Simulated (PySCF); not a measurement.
Si(F)(OH)(OMe)(NH2) (CH6FNO2Si), SMILES CO[Si](N)(O)F.

The structure is a stationary point at PBE-D3(BJ)/def2-SVP. This is a generated structure with no PubChem entry under its InChIKey; it may be hypothetical. The values are those of a single conformer.

The numbers are results of PBE-D3(BJ)/def2-SVP (PySCF), not measurements.

Frequencies are harmonic and unscaled.

| mode | ν (cm⁻¹) | IR (km/mol) | moving atoms (share of kinetic energy) |
|---|---|---|---|
| 1 | 69 | 5.0 | C 27 %, H 25 %, F 21 %, O 17 % |
| 2 | 106 | 0.7 | H 91 % |
| 3 | 140 | 6.6 | H 52 %, N 16 %, O 13 %, C 11 % |
| 4 | 158 | 6.1 | H 41 %, O 21 %, C 19 %, F 12 % |
| 5 | 217 | 37.4 | H 41 %, O 27 %, N 15 %, F 9 % |
| 6 | 285 | 10.8 | H 37 %, N 22 %, F 20 %, O 13 % |
| 7 | 298 | 3.5 | H 37 %, O 31 %, F 20 % |
| 8 | 330 | 85.5 | H 64 %, O 12 %, F 10 %, Si 10 % |
| 9 | 356 | 53.7 | O 35 %, H 24 %, F 19 %, Si 13 %, N 9 % |
| 10 | 369 | 129.7 | H 57 %, N 20 %, O 17 % |
| 11 | 403 | 48.8 | O 45 %, Si 22 %, N 13 %, F 8 % |
| 12 | 689 | 15.1 | O 47 %, N 16 %, F 15 %, C 10 %, H 8 % |
| 13 | 772 | 4.3 | H 61 %, F 18 %, N 15 % |
| 14 | 812 | 115.0 | H 73 %, N 15 % |
| 15 | 874 | 233.7 | Si 42 %, O 34 %, H 11 % |
| 16 | 923 | 194.5 | Si 47 %, F 20 %, N 17 %, H 13 % |
| 17 | 973 | 158.0 | Si 49 %, O 21 %, H 17 %, N 8 % |
| 18 | 1118 | 188.5 | O 38 %, C 33 %, H 27 % |
| 19 | 1138 | 1.2 | H 76 %, C 19 % |
| 20 | 1172 | 100.3 | H 49 %, O 26 %, C 23 % |
| 21 | 1415 | 1.5 | H 92 % |
| 22 | 1424 | 2.6 | H 92 % |
| 23 | 1429 | 4.8 | H 96 % |
| 24 | 1484 | 57.6 | H 89 %, N 11 % |
| 25 | 2930 | 67.5 | H 97 % |
| 26 | 3006 | 31.1 | H 90 %, C 10 % |
| 27 | 3040 | 28.4 | H 90 %, C 10 % |
| 28 | 3514 | 34.3 | H 96 % |
| 29 | 3613 | 39.4 | H 91 %, N 9 % |
| 30 | 3756 | 67.1 | H 94 % |
